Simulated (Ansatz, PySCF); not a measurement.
Bond stretch in AuH, singlet.

UHF/def2-TZVP, def2 effective core potentials past Kr (PySCF); RHF/def2-TZVP, def2 effective core potentials past Kr (PySCF); UKS-M06-2X = unrestricted M06-2X/def2-TZVP, def2 effective core potentials past Kr (PySCF); RKS-M06-2X = restricted M06-2X/def2-TZVP, def2 effective core potentials past Kr in PySCF; UKS-LDA (SVWN5) = PySCF with unrestricted LDA (SVWN5)/def2-TZVP, def2 effective core potentials past Kr; RKS-LDA (SVWN5) = restricted LDA (SVWN5)/def2-TZVP, def2 effective core potentials past Kr (PySCF); UKS-r2SCAN = PySCF 2.14.0 with unrestricted r2SCAN/def2-TZVP, def2 effective core potentials past Kr; RKS-r2SCAN = restricted r2SCAN/def2-TZVP, def2 effective core potentials past Kr (PySCF 2.14.0); UKS-PBE = Ansatz (a quantum-chemistry and plane-wave program) with unrestricted PBE/def2-TZVP, def2 effective core potentials past Kr; RKS-PBE = restricted PBE/def2-TZVP, def2 effective core potentials past Kr (Ansatz); UKS-B3LYP/LANL2DZ = unrestricted B3LYP/LANL2DZ, with its core potentials past Ne (PySCF); RKS-B3LYP/LANL2DZ = restricted B3LYP/LANL2DZ, with its core potentials past Ne in PySCF.

Scanned distances (Å): 1.17, 1.22, 1.31, 1.38, 1.45, 1.49, 1.54, 1.60, 1.64, 1.70, 1.79, 1.90, 2.09, 2.34, 2.52, 2.80, 3.06, 3.36, 3.82, 4.19, 4.60, 5.44, 6.23.

**Question.** Where does the unrestricted solution first break spin symmetry (<S²> of 0.01 or more)?

**Answer.** UHF: between 1.90 and 2.09 Å; UKS-M06-2X: between 2.09 and 2.34 Å; UKS-LDA (SVWN5): between 2.52 and 2.80 Å; UKS-r2SCAN: between 2.09 and 2.34 Å; UKS-PBE: between 2.34 and 2.52 Å; UKS-B3LYP/LANL2DZ: between 2.09 and 2.34 Å.

```csv
R / Å,<S²> UHF,E(RHF) − E(UHF) / kcal/mol,<S²> UKS-M06-2X,E(RKS-M06-2X) − E(UKS-M06-2X) / kcal/mol,<S²> UKS-LDA (SVWN5),E(RKS-LDA (SVWN5)) − E(UKS-LDA (SVWN5)) / kcal/mol,<S²> UKS-r2SCAN,E(RKS-r2SCAN) − E(UKS-r2SCAN) / kcal/mol,<S²> UKS-PBE,E(RKS-PBE) − E(UKS-PBE) / kcal/mol,<S²> UKS-B3LYP/LANL2DZ,E(RKS-B3LYP/LANL2DZ) − E(UKS-B3LYP/LANL2DZ) / kcal/mol
1.17,0.00,0.0,0.00,0.0,0.00,0.0,0.00,0.0,0.00,0.0,0.00,0.0
1.22,0.00,0.0,0.00,0.0,0.00,0.0,0.00,0.0,0.00,0.0,0.00,0.0
1.31,0.00,0.0,0.00,0.0,0.00,0.0,0.00,0.0,0.00,0.0,0.00,0.0
1.38,0.00,0.0,0.00,0.0,0.00,0.0,0.00,0.0,0.00,0.0,0.00,0.0
1.45,0.00,0.0,0.00,0.0,0.00,0.0,0.00,0.0,0.00,0.0,0.00,0.0
1.49,0.00,0.0,0.00,0.0,0.00,0.0,0.00,0.0,0.00,0.0,0.00,0.0
1.54,0.00,0.0,0.00,0.0,0.00,0.0,0.00,0.0,0.00,0.0,0.00,0.0
1.60,0.00,0.0,0.00,0.0,0.00,0.0,0.00,0.0,0.00,0.0,0.00,0.0
1.64,0.00,0.0,0.00,0.0,0.00,0.0,0.00,0.0,0.00,0.0,0.00,0.0
1.70,0.00,0.0,0.00,0.0,0.00,0.0,0.00,0.0,0.00,0.0,0.00,0.0
1.79,0.00,0.0,0.00,0.0,0.00,0.0,0.00,0.0,0.00,0.0,0.00,0.0
1.90,0.00,0.0,0.00,0.0,0.00,0.0,0.00,0.0,0.00,0.0,0.00,0.0
2.09,0.36,1.8,0.00,0.0,0.00,0.0,0.00,0.0,0.00,0.0,0.00,0.0
2.34,0.69,10.2,0.31,1.1,0.00,0.0,0.19,0.3,0.00,0.0,0.08,0.1
2.52,0.81,18.0,0.57,4.4,0.00,0.0,0.48,2.7,0.08,0.0,0.35,1.5
2.80,0.91,30.5,0.80,11.9,0.39,1.1,0.71,8.4,0.60,2.9,0.66,6.4
3.06,0.95,41.4,0.90,19.6,0.67,4.2,0.84,13.9,0.83,7.6,0.83,11.9
3.36,0.98,52.5,0.00,—,0.84,8.6,0.92,19.6,0.93,13.0,0.92,18.2
3.82,0.99,66.5,0.00,—,0.95,14.4,0.98,26.4,0.98,19.5,0.98,26.1
4.19,1.00,75.3,0.00,—,0.98,17.8,1.00,30.2,0.99,23.1,0.99,30.8
4.60,1.00,83.1,1.00,—,0.99,20.3,1.00,32.9,1.00,25.6,1.00,34.6
5.44,1.00,94.2,1.00,—,1.00,22.9,1.00,35.6,1.00,28.2,1.00,39.3
6.23,1.00,100.7,1.00,—,1.00,23.8,1.00,36.5,1.00,29.1,1.00,41.4
```

A dash means that the run gave no value there, or that the column was ended at a point which the program doubted or which failed a test of continuity chosen for this set; such a test can also cut sound points.
